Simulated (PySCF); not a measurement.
## TeO⁻ at ωB97X

Level: ωB97X. PySCF, scalar-relativistic core potentials, basis sets Te def2-SVPD with ECP28, O def2-SVPD.

For TeO⁻, the state is ²Π (doublet), unpaired electrons π ↑, the bond length is 192.3 pm and the harmonic wavenumber is 693 cm⁻¹. The force constant is 4.03 mdyn/Å. The rotational constant Be is 0.3201 cm⁻¹ and the anharmonicity ωexe is 3.87 cm⁻¹. The vibration–rotation constant αe is 0.00204 cm⁻¹. The well depth De to Te⁻ + O is 327 kJ/mol, the dissociation energy D0 is 323 kJ/mol and the bond order (Mayer) is 1.15. The dipole moment (positive dipole points towards O; it is taken about the centre of mass and depends on that origin) is -3.31 D.

These are scalar-relativistic numbers at best; spin–orbit coupling would shift them, the dissociation energy most. For an ion De counts to the pair picked by the measured ionisation energies or electron affinities, which need not be the lowest pair at this level. The state was picked by a PBE0 search and need not be the measured ground state.
